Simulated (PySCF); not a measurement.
Assignment exercise: C3H8FNSi

Geometry:
| atom | x (Å) | y (Å) | z (Å) |
| --- | --- | --- | --- |
| C1 | -0.712 | 1.506 | -0.091 |
| C2 | -0.596 | 0.187 | -0.079 |
| C3 | -1.803 | -0.668 | -0.310 |
| F4 | -1.731 | -1.848 | 0.397 |
| Si5 | 1.027 | -0.759 | 0.157 |
| N6 | 2.274 | 0.432 | 0.181 |
| H7 | -1.660 | 2.005 | -0.235 |
| H8 | 0.146 | 2.146 | 0.024 |
| H9 | -1.867 | -0.954 | -1.368 |
| H10 | -2.734 | -0.176 | -0.008 |
| H11 | 1.307 | -1.577 | -1.025 |
| H12 | 0.912 | -1.593 | 1.360 |
| H13 | 2.211 | 1.188 | 0.843 |
| H14 | 3.227 | 0.110 | 0.132 |

PySCF 2.14.0 with density-fitted response routines calculation with coordinates at the GFN2-xTB level and shielding tensors at PBE0/pcSseg-1 (GIAO); gas phase, relativity neglected, one averaged value for each set of equivalent atoms, one conformer.

Chemical shifts δ = σref − σ; ¹³C and ¹H vs TMS, all at this level.

Question: Assign these signals to the numbered atoms. ¹³C{¹H} NMR (computed): δ 156.2, 129.3, 92.5.

Answer: 
| δ (ppm) | atoms | environment | reason |
| --- | --- | --- | --- |
| 156.2 | C2 | fully substituted alkene carbon | the olefinic region |
| 129.3 | C1 | terminal =CH2 carbon | as expected for a trigonal carbon in a double bond |
| 92.5 | C3 | allylic sp3 CH2 bonded to F | the inductive effect lowers its shielding |

Question: Assign these signals to the numbered atoms. ¹H NMR (400 MHz, computed): δ 6.08 (m, 1H), 5.65 (m, 1H), 5.48 (m, 2H), 5.17 (s, 2H), 0.05 (br s, 2H).

Answer: 
```tsv
δ (ppm)	atoms	environment	reason
6.08	H7	hydrogen on a terminal =CH2 carbon	olefinic region
5.65	H8	hydrogen on a terminal =CH2 carbon	–
5.48	H9/H10	hydrogen on an allylic sp3 CH2 bonded to F	its carbon carries F, hence the downfield position
5.17	H11/H12	hydrogen on a silicon bonded to C, N	–
0.05	H13/H14	hydrogen on a nitrogen bonded to Si	exchangeable; this is the value without hydrogen bonding to other molecules
```

OH/NH shifts are gas-phase values; hydrogen bonding in solution moves them, usually downfield. Splittings by ¹⁹F in the carbon and heteronuclear signals aren't shown, as no couplings were computed. Shifts are as computed. Against solution values, carbons near 30 ppm lie about +3 ppm off and those near 130 ppm about +5 ppm. Of 1309 compounds with measured shifts, 239 miss one by over three times the rms of a fit or turn the order of signals round; such compounds aren't used in these exercises. Multiplicities follow the n + 1 count of equivalent neighbours, as no J values were calculated; m marks all less simple cases, F and P coupling included.
